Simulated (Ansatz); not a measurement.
Born–Oppenheimer molecular dynamics of a periodic cell of 22 atoms, H15NO6 (contents 6 H2O + 1 NH3, density as packed 0.95 g/cm³ with natural masses). It starts from a partly relaxed structure (largest force component 0.47 eV/Å).

Level of theory: Ansatz, DFT PBE, scalar-relativistic, plane waves, PAW. Settings: accuracy low, cutoff 420 eV, k mesh 1x1x1, fermi-dirac smearing 0.05 eV, no spin polarisation.

* ensemble: NVT, Langevin thermostat
* time step: 0.5 fs
* steps asked: 300
* set temperature: 1500 K
* friction: 0.02 /fs
* seed: 270758

Frames 0.5 fs apart, positions in Å, forces in eV/Å.

Velocities at 110.0 fs (Å/ps):

```
O 8.02 4.98 -12.08
H -39.72 7.17 25.05
H -28.48 -1.77 -1.60
O 8.35 -7.04 4.40
H 3.64 -18.34 7.20
H 69.10 11.73 -32.42
O -8.29 -6.07 -1.27
H -15.26 -15.66 2.12
H -8.66 -84.31 14.39
O -1.56 9.38 14.90
H 22.53 8.35 65.28
H -52.75 -40.91 -19.25
O -2.09 16.12 -0.16
H 1.54 -11.15 -35.12
H 11.99 38.84 -12.27
O -1.49 -14.41 -4.57
H -22.25 24.97 27.84
H 14.08 -1.21 -70.07
N -2.15 2.86 -10.29
H -76.91 0.99 26.13
H -42.94 -41.16 25.99
H -2.25 67.14 -0.40
```

```xyz
22
Lattice="6.0277 0.0000 0.0000 0.0000 6.0277 0.0000 0.0000 0.0000 6.0277" Properties=species:S:1:pos:R:3:forces:R:3 time_fs=110.0 energy_less_start_eV=4.039 T=1370
O 4.478 4.739 6.095 2.20 3.12 -0.74
H 4.724 5.767 5.868 -1.13 -3.11 0.60
H 5.346 4.356 5.849 -0.50 -0.21 0.34
O 2.545 2.910 3.616 -0.49 5.43 2.10
H 3.145 3.772 3.578 -1.96 -2.18 0.42
H 3.064 2.336 3.157 1.88 -2.87 -2.36
O 4.150 6.356 3.064 -0.69 -0.55 0.11
H 3.189 6.140 2.970 0.54 0.15 0.13
H 4.199 7.278 2.780 0.24 0.09 0.28
O 2.052 5.045 5.218 4.02 1.71 1.49
H 1.312 4.563 5.150 -4.89 -2.71 -1.35
H 2.351 4.572 6.030 0.85 0.89 -0.38
O 3.541 1.962 0.972 -3.99 4.69 -1.30
H 3.904 2.779 0.545 0.10 -1.04 0.47
H 4.154 1.368 1.191 4.42 -3.46 0.65
O 0.878 -0.489 2.649 0.37 0.47 -0.75
H 0.694 -1.211 3.278 -0.60 0.33 -0.95
H 0.130 -0.240 2.041 0.55 -0.89 1.32
N 0.861 1.534 6.019 2.61 0.18 -2.92
H 1.151 0.682 5.380 -0.99 1.75 1.25
H 1.329 2.331 5.320 -1.42 -2.32 2.03
H 1.682 1.403 6.673 -1.10 0.54 -0.44
22
Lattice="6.0277 0.0000 0.0000 0.0000 6.0277 0.0000 0.0000 0.0000 6.0277" Properties=species:S:1:pos:R:3:forces:R:3 time_fs=110.5 energy_less_start_eV=3.835 T=1424
O 4.482 4.742 6.088 1.32 3.15 -0.41
H 4.703 5.767 5.881 -0.94 -2.97 0.46
H 5.332 4.356 5.849 0.18 -0.39 0.12
O 2.549 2.906 3.619 0.46 4.00 1.18
H 3.144 3.761 3.581 -1.86 -1.86 0.45
H 3.101 2.341 3.138 0.84 -1.74 -1.48
O 4.146 6.353 3.063 -0.99 -2.59 0.70
H 3.182 6.135 2.970 0.67 0.15 0.15
H 4.197 7.237 2.788 0.39 2.10 -0.35
O 2.051 5.049 5.225 3.96 1.92 1.08
H 1.315 4.564 5.180 -5.36 -2.78 -1.52
H 2.328 4.553 6.017 1.36 0.73 0.22
O 3.541 1.970 0.971 -3.83 4.20 -1.10
H 3.906 2.770 0.529 0.13 -0.74 0.36
H 4.166 1.382 1.185 4.21 -3.27 0.59
O 0.877 -0.496 2.647 0.13 0.77 -1.22
H 0.681 -1.196 3.291 -0.68 0.20 -0.88
H 0.138 -0.243 2.007 0.88 -1.05 1.73
N 0.861 1.535 6.013 2.07 0.29 -2.25
H 1.111 0.686 5.394 -0.69 1.41 1.04
H 1.304 2.306 5.333 -1.20 -1.84 1.57
H 1.678 1.437 6.672 -1.04 0.31 -0.43
22
Lattice="6.0277 0.0000 0.0000 0.0000 6.0277 0.0000 0.0000 0.0000 6.0277" Properties=species:S:1:pos:R:3:forces:R:3 time_fs=111.0 energy_less_start_eV=3.571 T=1548
O 4.486 4.745 6.082 0.39 2.96 -0.03
H 4.681 5.758 5.899 -0.72 -2.58 0.28
H 5.319 4.355 5.849 0.88 -0.60 -0.09
O 2.553 2.904 3.622 1.26 2.54 0.31
H 3.139 3.745 3.588 -1.64 -1.36 0.48
H 3.138 2.345 3.116 -0.19 -0.76 -0.64
O 4.141 6.348 3.062 -1.17 -4.54 1.28
H 3.178 6.132 2.970 0.67 0.14 0.15
H 4.199 7.203 2.795 0.55 4.05 -0.96
O 2.049 5.053 5.232 2.71 1.51 0.47
H 1.303 4.557 5.206 -4.58 -2.09 -1.54
H 2.310 4.536 6.000 1.82 0.44 0.86
O 3.539 1.979 0.970 -2.92 2.81 -0.53
H 3.906 2.755 0.512 0.25 -0.28 0.14
H 4.188 1.387 1.179 3.18 -2.33 0.26
O 0.876 -0.502 2.644 0.06 1.00 -1.57
H 0.664 -1.181 3.300 -0.75 0.06 -0.76
H 0.150 -0.252 1.977 1.02 -1.11 1.98
N 0.860 1.538 6.008 1.28 0.30 -1.33
H 1.067 0.695 5.408 -0.37 0.87 0.73
H 1.276 2.276 5.348 -0.83 -1.06 0.86
H 1.669 1.471 6.670 -0.89 0.05 -0.34
22
Lattice="6.0277 0.0000 0.0000 0.0000 6.0277 0.0000 0.0000 0.0000 6.0277" Properties=species:S:1:pos:R:3:forces:R:3 time_fs=111.5 energy_less_start_eV=3.364 T=1606
O 4.491 4.749 6.075 -0.50 2.47 0.36
H 4.660 5.744 5.918 -0.46 -1.92 0.06
H 5.309 4.354 5.851 1.49 -0.79 -0.28
O 2.556 2.901 3.626 1.75 1.13 -0.40
H 3.130 3.726 3.597 -1.27 -0.66 0.49
H 3.172 2.349 3.095 -1.05 -0.04 0.04
O 4.136 6.343 3.060 -1.11 -5.60 1.64
H 3.176 6.130 2.972 0.48 0.11 0.13
H 4.205 7.183 2.796 0.67 5.11 -1.30
O 2.048 5.057 5.239 0.78 0.64 -0.05
H 1.280 4.541 5.225 -2.96 -0.93 -1.49
H 2.301 4.522 5.984 2.12 0.14 1.35
O 3.538 1.988 0.969 -1.65 1.04 0.21
H 3.902 2.738 0.489 0.41 0.22 -0.15
H 4.219 1.386 1.175 1.73 -1.07 -0.17
O 0.874 -0.508 2.642 0.08 1.14 -1.80
H 0.642 -1.168 3.305 -0.79 -0.06 -0.65
H 0.166 -0.264 1.949 1.04 -1.11 2.11
N 0.859 1.541 6.002 0.30 0.09 0.06
H 1.018 0.704 5.427 -0.07 0.15 0.31
H 1.247 2.244 5.366 -0.28 0.12 -0.25
H 1.661 1.503 6.665 -0.73 -0.21 -0.21
22
Lattice="6.0277 0.0000 0.0000 0.0000 6.0277 0.0000 0.0000 0.0000 6.0277" Properties=species:S:1:pos:R:3:forces:R:3 time_fs=112.0 energy_less_start_eV=3.364 T=1607
O 4.496 4.754 6.069 -1.14 1.54 0.67
H 4.641 5.726 5.939 -0.17 -0.94 -0.17
H 5.304 4.347 5.853 1.82 -0.84 -0.36
O 2.560 2.899 3.630 1.86 -0.36 -0.96
H 3.117 3.703 3.608 -0.70 0.33 0.49
H 3.202 2.352 3.074 -1.75 0.49 0.61
O 4.131 6.337 3.060 -0.77 -5.47 1.68
H 3.179 6.130 2.975 0.11 0.06 0.09
H 4.214 7.175 2.792 0.72 5.03 -1.30
O 2.047 5.061 5.245 -1.15 -0.27 -0.47
H 1.249 4.521 5.232 -1.18 0.26 -1.39
H 2.297 4.507 5.967 2.27 -0.14 1.66
O 3.536 1.997 0.968 -0.46 -0.65 0.95
H 3.894 2.719 0.466 0.62 0.75 -0.51
H 4.253 1.383 1.173 0.33 0.09 -0.55
O 0.872 -0.514 2.640 0.13 1.21 -1.95
H 0.617 -1.157 3.308 -0.81 -0.13 -0.58
H 0.184 -0.278 1.923 1.01 -1.09 2.20
N 0.859 1.545 5.996 -0.86 -0.44 1.97
H 0.968 0.715 5.447 0.17 -0.75 -0.20
H 1.218 2.210 5.383 0.51 1.78 -1.83
H 1.654 1.532 6.657 -0.55 -0.44 -0.05
22
Lattice="6.0277 0.0000 0.0000 0.0000 6.0277 0.0000 0.0000 0.0000 6.0277" Properties=species:S:1:pos:R:3:forces:R:3 time_fs=112.5 energy_less_start_eV=3.619 T=1525
O 4.502 4.758 6.064 -1.38 0.17 0.86
H 4.622 5.708 5.958 0.12 0.26 -0.37
H 5.303 4.335 5.851 1.73 -0.69 -0.34
O 2.563 2.896 3.633 1.57 -2.02 -1.39
H 3.100 3.677 3.619 0.11 1.64 0.49
H 3.228 2.353 3.055 -2.28 0.87 1.03
O 4.126 6.331 3.060 -0.20 -4.32 1.42
H 3.183 6.132 2.979 -0.35 0.02 0.02
H 4.228 7.179 2.785 0.62 3.91 -0.97
O 2.046 5.064 5.250 -2.68 -1.03 -0.74
H 1.215 4.501 5.236 0.33 1.23 -1.25
H 2.298 4.492 5.952 2.30 -0.35 1.79
O 3.534 2.006 0.967 0.52 -1.93 1.54
H 3.889 2.701 0.441 0.77 1.16 -0.83
H 4.288 1.381 1.170 -0.80 0.95 -0.82
O 0.870 -0.519 2.638 0.24 1.20 -1.96
H 0.591 -1.147 3.309 -0.81 -0.16 -0.54
H 0.204 -0.295 1.901 0.89 -1.03 2.17
N 0.860 1.550 5.990 -2.15 -1.31 4.05
H 0.919 0.724 5.465 0.29 -1.61 -0.61
H 1.191 2.179 5.393 1.43 3.69 -3.73
H 1.644 1.558 6.647 -0.28 -0.63 0.19
22
Lattice="6.0277 0.0000 0.0000 0.0000 6.0277 0.0000 0.0000 0.0000 6.0277" Properties=species:S:1:pos:R:3:forces:R:3 time_fs=113.0 energy_less_start_eV=4.006 T=1399
O 4.507 4.762 6.059 -1.37 -1.43 0.96
H 4.604 5.691 5.975 0.38 1.56 -0.53
H 5.304 4.321 5.845 1.43 -0.41 -0.27
O 2.566 2.893 3.635 0.97 -3.69 -1.68
H 3.082 3.655 3.630 1.03 3.12 0.51
H 3.249 2.355 3.042 -2.62 1.08 1.31
O 4.122 6.324 3.061 0.54 -2.57 0.94
H 3.186 6.132 2.983 -0.83 0.01 -0.05
H 4.246 7.194 2.778 0.38 2.16 -0.43
O 2.045 5.068 5.255 -3.80 -1.69 -0.84
H 1.180 4.480 5.238 1.53 1.95 -1.09
H 2.304 4.478 5.940 2.22 -0.42 1.72
O 3.531 2.015 0.966 1.41 -2.53 1.75
H 3.887 2.686 0.411 0.72 1.22 -0.91
H 4.322 1.386 1.163 -1.63 1.48 -0.95
O 0.868 -0.525 2.635 0.50 1.17 -1.84
H 0.564 -1.136 3.306 -0.83 -0.24 -0.42
H 0.226 -0.315 1.887 0.63 -0.90 1.94
N 0.860 1.555 5.984 -3.12 -2.13 5.69
H 0.871 0.727 5.480 0.34 -2.14 -0.81
H 1.169 2.157 5.393 2.14 5.20 -5.38
H 1.635 1.583 6.639 -0.03 -0.79 0.37
22
Lattice="6.0277 0.0000 0.0000 0.0000 6.0277 0.0000 0.0000 0.0000 6.0277" Properties=species:S:1:pos:R:3:forces:R:3 time_fs=113.5 energy_less_start_eV=4.357 T=1308
O 4.511 4.766 6.053 -1.25 -3.05 0.98
H 4.587 5.677 5.990 0.59 2.84 -0.62
H 5.305 4.306 5.838 1.09 -0.09 -0.17
O 2.569 2.890 3.636 0.21 -5.32 -1.88
H 3.062 3.638 3.640 1.96 4.64 0.54
H 3.262 2.357 3.031 -2.80 1.20 1.47
O 4.117 6.316 3.061 1.36 -0.84 0.46
H 3.188 6.134 2.987 -1.32 0.01 -0.11
H 4.263 7.213 2.773 0.08 0.42 0.11
O 2.045 5.071 5.260 -4.42 -2.33 -0.68
H 1.149 4.461 5.238 2.39 2.43 -0.91
H 2.318 4.462 5.931 1.99 -0.26 1.37
O 3.528 2.023 0.966 2.19 -2.59 1.60
H 3.888 2.672 0.377 0.50 1.01 -0.75
H 4.352 1.395 1.151 -2.19 1.75 -0.96
O 0.866 -0.531 2.632 0.83 1.13 -1.62
H 0.536 -1.126 3.299 -0.85 -0.36 -0.25
H 0.248 -0.338 1.877 0.31 -0.73 1.56
N 0.859 1.559 5.979 -3.52 -2.46 6.22
H 0.824 0.722 5.493 0.36 -2.14 -0.72
H 1.152 2.147 5.381 2.35 5.64 -6.11
H 1.626 1.605 6.635 0.14 -0.91 0.47
22
Lattice="6.0277 0.0000 0.0000 0.0000 6.0277 0.0000 0.0000 0.0000 6.0277" Properties=species:S:1:pos:R:3:forces:R:3 time_fs=114.0 energy_less_start_eV=4.486 T=1208
O 4.516 4.769 6.047 -1.01 -4.21 0.90
H 4.572 5.671 6.003 0.71 3.64 -0.63
H 5.309 4.293 5.831 0.71 0.25 -0.06
O 2.572 2.887 3.637 -0.39 -6.38 -1.96
H 3.046 3.630 3.651 2.56 5.71 0.59
H 3.265 2.363 3.024 -2.80 1.20 1.50
O 4.113 6.308 3.061 2.00 0.60 0.06
H 3.187 6.138 2.993 -1.63 0.02 -0.15
H 4.279 7.236 2.769 -0.23 -1.04 0.54
O 2.045 5.074 5.265 -4.59 -2.98 -0.30
H 1.125 4.449 5.235 2.93 2.68 -0.74
H 2.338 4.442 5.925 1.63 0.13 0.81
O 3.524 2.031 0.966 2.90 -2.40 1.25
H 3.889 2.659 0.341 0.20 0.67 -0.43
H 4.377 1.406 1.139 -2.59 1.90 -0.91
O 0.865 -0.537 2.629 1.20 1.02 -1.21
H 0.508 -1.120 3.288 -0.85 -0.44 -0.11
H 0.270 -0.365 1.870 -0.09 -0.54 1.02
N 0.858 1.562 5.975 -3.35 -2.07 5.21
H 0.779 0.708 5.502 0.44 -1.55 -0.35
H 1.141 2.151 5.356 1.96 4.77 -5.51
H 1.617 1.626 6.634 0.27 -0.99 0.50
22
Lattice="6.0277 0.0000 0.0000 0.0000 6.0277 0.0000 0.0000 0.0000 6.0277" Properties=species:S:1:pos:R:3:forces:R:3 time_fs=114.5 energy_less_start_eV=4.369 T=1111
O 4.519 4.773 6.041 -0.69 -4.67 0.76
H 4.559 5.675 6.012 0.75 3.74 -0.60
H 5.314 4.283 5.824 0.34 0.59 0.06
O 2.576 2.884 3.638 -0.33 -6.04 -1.90
H 3.038 3.638 3.663 2.34 5.46 0.62
H 3.262 2.372 3.020 -2.63 1.12 1.41
O 4.111 6.301 3.062 2.22 1.60 -0.25
H 3.182 6.142 2.997 -1.61 0.08 -0.16
H 4.289 7.255 2.765 -0.45 -2.08 0.84
O 2.044 5.077 5.269 -4.51 -3.52 0.09
H 1.108 4.447 5.230 3.25 2.78 -0.59
H 2.359 4.423 5.921 1.25 0.57 0.25
O 3.522 2.038 0.966 3.53 -2.10 0.75
H 3.891 2.648 0.306 -0.13 0.30 -0.01
H 4.400 1.419 1.125 -2.87 1.97 -0.82
O 0.864 -0.542 2.625 1.62 0.85 -0.57
H 0.480 -1.116 3.276 -0.81 -0.47 0.00
H 0.291 -0.396 1.866 -0.57 -0.32 0.28
N 0.858 1.565 5.972 -2.85 -1.18 3.21
H 0.739 0.690 5.508 0.61 -0.66 0.10
H 1.136 2.167 5.320 1.24 3.04 -3.91
H 1.610 1.643 6.635 0.31 -1.04 0.44
```

Of the whole run (150 fs, mean temperature of the second half 1400 K): A run of 0.15 ps of so small a system gives no equilibrium averages. Limits of this set-up: coarse k mesh, low accuracy level.

The run took 4.6 min on 1 thread of AMD EPYC 7R43 64-Core Processor (Zen 3), on a shared host, peak memory 0.4 GiB.
